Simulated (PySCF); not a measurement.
BeH2Se. Atoms are numbered in the order given.

```xyz
4

Be    -0.0035     1.7471     0.0000
H      0.0091     3.0813     0.0000
Se    -0.0419    -0.2877     0.0000
H      1.4298    -0.2890     0.0000
```
Charge 0, spin multiplicity 1.

Geometry optimised at PBE0-D3(BJ)/def2-TZVP.

Computed with PySCF 2.14.0 with TDA-CAM-B3LYP/def2-TZVPD.

Vertical excitations. The molecule is in vacuum. State labels are in the subgroup Cs.

Task: Estimate the UV-visible absorptions. (An estimate is asked for; the answer gives what the named calculation found.)

Result: 
```csv
state,symmetry,energy (eV),λ (nm),f,main pairs
S1,A",4.95,250,0.001,HOMO→LUMO 92 %
S2,A",5.72,217,0.047,HOMO→LUMO+1 83 %
S3,A',6.08,204,0.092,"HOMO→LUMO+2 68 %, HOMO−1→LUMO 21 %"
S4,A',6.36,195,0.045,"HOMO−1→LUMO 70 %, HOMO→LUMO+2 19 %"
S5,A",6.64,187,0.075,"HOMO→LUMO+7 22 %, HOMO→LUMO+3 20 %, HOMO→LUMO+4 16 %, HOMO→LUMO+5 12 %"
S6,A",6.84,181,0.001,HOMO−1→LUMO+2 87 %
S7,A',7.26,171,0.081,HOMO−1→LUMO+1 73 %
S8,A",7.37,168,0.004,"HOMO→LUMO+4 52 %, HOMO→LUMO+5 43 %"
S9,A",7.64,162,0.004,"HOMO→LUMO+3 53 %, HOMO→LUMO+7 39 %"
S10,A',7.71,161,0.006,HOMO→LUMO+6 92 %
T1,A",4.69,264,0,HOMO→LUMO 82 %
T2,A',5.18,240,0,HOMO→LUMO+2 89 %
T3,A",5.42,229,0,HOMO→LUMO+1 72 %
T4,A',5.76,215,0,HOMO−1→LUMO 83 %
```
Triplets are in the Tamm–Dancoff approximation.
